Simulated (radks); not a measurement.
The numbers below are computed, except where a source is named.
Problem. The mean radii <r> (bohr) of the occupied orbitals of an atom or ion are listed with their occupations. Code: a radial shooting solver on a logarithmic mesh with Libxc functionals. Model: scalar-relativistic Kohn-Sham, BP86, spin-unpolarised, spherical densities, point nucleus.

| orbital | occ. | <r> |
|---|---|---|
| 1s | 2 | 0.06089 |
| 2s | 2 | 0.2794 |
| 2p | 6 | 0.2471 |
| 3s | 2 | 0.8332 |
| 3p | 6 | 0.8707 |
| 3d | 3 | 0.9652 |

Name the element and its charge.

Solution. Z = 25, manganese, charge +4: Mn4+ in [Ar] 3d3. The 1s radius gives Z: for a bare nucleus <r> = (2 gamma + 1)/(2Z) with gamma = sqrt(1 - (Z/c)^2), 0.05933 bohr for Z = 25, and screening makes it slightly larger (0.06089 here). The occupations add up to 21, and the charge is Z minus that.
